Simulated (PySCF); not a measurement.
## Correlation energy of Br (bromine, neutral)

[Ar] 3d10 4s2 4p5, 2P determinant. Computed with PySCF 2.14 in def2-SVP (5s4p3d, 32 functions), with no relativity, point nucleus. Frozen: [Ar] 3d10; 7 electrons correlated.

MP2 pair energies summed by pair of shells (mhartree):

```tsv
pair	energy	share (%)
4p-4p	-64.82	66.5
4s-4p	-26.72	27.4
4s-4s	-5.97	6.1
```

Total MP2 correlation energy: -97.51 mhartree.

Same-spin part -24.43 and opposite-spin part -73.08 mhartree; SCS-MP2 scales them by 1/3 and 6/5 to -95.84 mhartree.

| level | correlation energy (mhartree) |
| --- | --- |
| CCSD | -112.29 |
| (T) | -1.33 |
| CCSD(T) | -113.62 |

Diagnostics: T1 = 0.0051, D1 = 0.0184, largest double amplitude 0.052.

Cost of the coupled-cluster step: 0.15 s of wall time on 1 thread of Neoverse-V1 (shared host), for 7 correlated electrons.
